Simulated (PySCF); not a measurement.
## Nuclear quadrupole coupling in `C=C/C(C)=N\[C@H]([SiH3])CO`

C6H13NOSi.
Cartesian coordinates in Å at the GFN2-xTB level; atoms count from 1:
```
atom  x, y, z in Å
C1     2.3440    2.0281   -0.5451
C2     1.1889    1.3819   -0.4303
C3     1.0401   -0.0697   -0.3243
C4     2.2695   -0.9166   -0.4901
N5    -0.0444   -0.6970   -0.1039
C6    -1.3228   -0.1107    0.1118
Si7   -1.4819    0.2773    1.9853
C8    -2.3710   -1.1341   -0.3334
O9    -2.2891   -1.4019   -1.7112
H10    3.2944    1.5225   -0.5589
H11    2.3803    3.1026   -0.6205
H12    0.2702    1.9536   -0.4081
H13    2.7316   -0.7340   -1.4586
H14    1.9954   -1.9647   -0.4143
H15    2.9931   -0.6820    0.2884
H16   -1.4851    0.8119   -0.4666
H17   -1.2183   -0.9429    2.7433
H18   -0.4782    1.2944    2.3067
H19   -2.8335    0.7781    2.2377
H20   -2.2368   -2.0605    0.2418
H21   -3.3789   -0.7519   -0.1599
H22   -1.3778   -1.6649   -1.8907
```

Field gradients from the PBE0/pcSseg-1 density (PySCF, non-relativistic), principal values in atomic units, ordered |Vxx| ≤ |Vyy| ≤ |Vzz|:

```json
{"atom": "N5", "Vxx": "0.3947", "Vyy": "0.6786", "Vzz": "-1.0733"}
{"atom": "O9", "Vxx": "0.1078", "Vyy": "1.8417", "Vzz": "-1.9494"}
```

Q: Find the asymmetry η = (Vxx − Vyy)/Vzz and the couplings χ = eQV/h (234.96 MHz × Q in barn × V in au), with Q(14N) = 0.02044 b, Q(17O) = −0.0256 b.

A: 
```csv
atom,environment,nucleus,η,χzz (MHz),χxx (MHz),χyy (MHz)
N5,imine nitrogen,14N,0.26,-5.15,1.90,3.26
O9,alcohol oxygen,17O,0.89,11.73,-0.65,-11.08
```

Q: What is Vzz at N5 in SI units (1 au = 9.71736 × 10²¹ V/m²)?

A: -1.0733 au = -10.430 × 10²¹ V/m².

Were the hydrogens deuterons (Q(2H) = 0.00286 b), χzz would run from 109 kHz (H18 and H19) to 306 kHz (H22).

Geometry: GFN2-xTB, one conformer, isolated molecule. GFN2-xTB bond lengths can be off by several hundredths of an ångström, more for odd bonds, and the gradients follow them. The basis is small and wasn't made for field gradients, so the couplings can be 20 % off.
